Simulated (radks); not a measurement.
Values are calculated unless marked as measured or tabulated.
Problem. Spherical quantum dot in the effective-mass picture: electrons in a parabolic well V = omega^2 r^2 / 2 with omega = 0.374, with a point charge +2 (a donor) at the centre, all in effective atomic units (hartree* = m*/eps^2 hartree, bohr* = eps/m* bohr), one dielectric constant everywhere. Level of theory: non-relativistic Kohn-Sham, PBEsol, spin-polarised, spherical densities (a radial shooting solver with Libxc functionals). Levels are named by radial order and angular momentum (1s, 1p, 1d, 2s, ...), and open shells are averaged over m. At N = 38 the configuration is 1s2 1p6 1d10 2s2 1f14 2p(up 3, down 0) 3s(up 1, down 0). Does electron 39 go into 1g up or 3s down or 2p down?

Solution. Into 3s down. The total energies of the other choices lie higher by 0.00545 hartree* (2p down), 0.0864 hartree* (1g up).
